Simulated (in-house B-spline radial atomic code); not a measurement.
## PBE excitations of the lanthanum ion La³⁺

Method: PBE. Computed with a B-spline radial code for spherical atoms: linear response of the closed shell [Kr] 4d10 5s2 5p6 with the functional's adiabatic kernel; scalar-relativistic (spin-free one-electron X2C), finite nucleus, no spin-orbit coupling, no double excitations, S, P, D and F terms only; shells from n = 3 respond. Only terms of natural parity with L up to 3 were computed.

Spin-orbit coupling is strong here, so these LS terms don't match observed levels.

Command:
```bash
python run_td.py task.json out
```
Settings (radii: box in bohr, nucleus in fm):
```
Z                        57
electrons                54
configuration            [Kr] 4d10 5s2 5p6
hamiltonian              x2c
method                   pbe,pbe
box_radius               23.08
rms_radius               4.855
intervals                72
```

Time taken, with all properties: 4.1 s on 1 thread of Arm Neoverse N1, with other jobs on the host.

The lowest states, in the order of their Tamm-Dancoff energies; the method's threshold (minus the highest occupied level) is 44.74 eV. Labels give the largest channel, * marks a mixed state, and oscillator strengths are full-response dipole values. Semilocal kernels can invert the small singlet-triplet splittings of Rydberg terms. Energies in eV:

| state | full response | Tamm-Dancoff | oscillator strength |
| --- | --- | --- | --- |
| 5p → 4f 3D | 16.401 | 16.458 | - |
| 5p → 4f 1D | 18.752 | 18.882 | - |
| 5p → 5d 3P | ? | ? | - |
| 5p → 5d 3F | 20.179 | 20.263 | - |
| 5p → 5d 1F | 21.703 | 21.724 | - |
| 5p → 6s 3P | 24.175 | 24.183 | - |
| 5p → 6s 1P | 24.513 | 24.548 | 0.164 |
| 5p → 5d 1P | ? | ? | ? |
| 5p → 6p 3S | 28.285 | 28.300 | - |
| 5p → 6p 3D | 28.618 | 28.625 | - |
| 5p → 6p 1D | 28.843 | 28.851 | - |
| 5p → 6p 1S | 30.12 | 30.23 | - |
| 5s → 4f 3F | 33.44 | 33.48 | - |
| 5p → 6d 3P | 34.42 | 34.42 | - |

Q: Where does 5p → 5d 3P lie?

A: At 19.944 eV in full response, 20.011 eV in Tamm-Dancoff.

Q: Where does 5p → 5d 1P lie?

A: At 26.063 eV in full response, 26.860 eV in Tamm-Dancoff, oscillator strength 5.76.

Q: How large is the singlet-triplet splitting of 5p → 4f (D terms) in Tamm-Dancoff?

A: 2.42 eV, from the unrounded values.

Q: What polarisabilities and dispersion coefficient does the method give?

A: Dipole 7.736 bohr³, quadrupole 28.77 bohr⁵, C6 49.54 hartree·bohr⁶ for two such species.
